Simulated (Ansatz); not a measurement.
Start from `BO[SiH2]C` and change one atom or group to get `C[SiH2]O[SiH2]Cl`.

Ansatz, PBE0-D4/def2-TZVP geometries, multiplicity 1. Each molecule was computed in one conformer, which needn't be the lowest.

```tsv
property	`BO[SiH2]C`
size of the dipole moment (B3LYP/def2-TZVPP) / D	1.53
HOMO–LUMO gap (PBE0/def2-TZVPP) / eV	7.79
size of the dipole moment (ωB97M-V/def2-TZVPP) / D	1.52
HOMO energy (PBE0/def2-TZVPP) / eV	-8.31
HOMO energy (PBE/def2-TZVPP) / eV	-6.84
HOMO–LUMO gap (PBE/def2-TZVPP) / eV	5.31
```

Problem. Give the same properties after the change, and the shifts. (Best estimate.)

Solution. Computed: 
```csv
property,`C[SiH2]O[SiH2]Cl`,shift
size of the dipole moment (B3LYP/def2-TZVPP) / D,0.86,-0.67
HOMO–LUMO gap (PBE0/def2-TZVPP) / eV,8.86,1.07
size of the dipole moment (ωB97M-V/def2-TZVPP) / D,0.86,-0.66
HOMO energy (PBE0/def2-TZVPP) / eV,-8.67,-0.36
HOMO energy (PBE/def2-TZVPP) / eV,-7.28,-0.44
HOMO–LUMO gap (PBE/def2-TZVPP) / eV,6.60,1.29
```

With PBE0 the HOMO falls by 0.36 eV and the LUMO rises by 0.72 eV, so the gap widens by about 1.08 eV. PBE moves the HOMO by -0.44 eV and ωB97M-V by -0.25 eV. The zero-point energy changes by -4.1 kJ/mol with +3 modes. Dipoles are sizes alone; their direction can turn.

B3LYP here is the variant with VWN-RPA as its local correlation; programs differ in this.
